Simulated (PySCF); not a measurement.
An unknown is described by computed data only.

Formula: C6H11Cl.

| Item | Value |
| --- | --- |
| Triplet | lowest triplet excitation (Tamm–Dancoff): 6.64 eV [TDA CAM-B3LYP/def2-SVPD] |
| 13C NMR | chemical shifts (computed TMS as zero) by class: 64.5 (1 C), 36.4 (2 C), 28.0 (1 C), 21.7 (2 C) ppm [GIAO PBE0/pcSseg-1] |
| 1H NMR | chemical shifts (computed TMS as zero) by class: 4.13 (1 H), 1.92 (2 H), 1.81 (2 H), 1.59 (1 H), 1.46 (2 H), 1.27 (2 H), 1.06 (1 H) ppm [GIAO PBE0/pcSseg-1] |
| Rotational structure | rotational constants A, B, C: 3.219, 1.775, 1.523 GHz [PBE0-D3(BJ)/def2-SVP] |
| Dipole | 2.22 D [CAM-B3LYP/def2-SVPD] |
| Polarisability | 82.1 au [CAM-B3LYP/def2-SVPD] |

Gas-phase values; electronic properties from PySCF, density fitting. Levels stand in brackets. Isolated species at its PBE0-D3(BJ)/def2-SVP geometry (one conformer only). Each NMR value is the plain mean over a class of atoms that symmetry, rotation or inversion makes alike.

Question: Give a SMILES that accounts for the data.

Answer: Numbering: `[Cl:1][CH:2]1[CH2:3][CH2:4][CH2:5][CH2:6][CH2:7]1`. Its formula, C6H11Cl, gives 1 degree of unsaturation: 1 ring and 0 π bonds in the structure found. 6 carbons fall into 4 classes; from least to most shielded: sp3 C–Cl carbon [C2] (64.5 ppm), ring CH2 carbon [C3/C7] (36.4 ppm, 2 C), ring CH2 carbon [C5] (28.0 ppm), ring CH2 carbon [C4/C6] (21.7 ppm, 2 C). Hydrogen classes from least to most shielded: 1 H on an sp3 C–Cl carbon, C2 (4.13 ppm), 2 H on 2 ring CH2 carbons, C4/C6 (1.92 ppm), 2 H on 2 ring CH2 carbons, C3/C7 (1.81 ppm), 1 H on a ring CH2 carbon, C5 (1.59 ppm), 2 H on 2 ring CH2 carbons, C3/C7 (1.46 ppm), 2 H on 2 ring CH2 carbons, C4/C6 (1.27 ppm), 1 H on a ring CH2 carbon, C5 (1.06 ppm). The optimised geometry has point group Cs and is an asymmetric top. Structure: `ClC1CCCCC1`. Computed isomers that give other values at the same levels: `CC(C)=C(C)CCl` (static isotropic polarisability: 90.9 au); `ClCC1CCCC1` (rotational constant A: 4.030 GHz; this holds for the one conformer computed). The assignments are read from this structure; whether some other isomer fits the data as well wasn't checked.
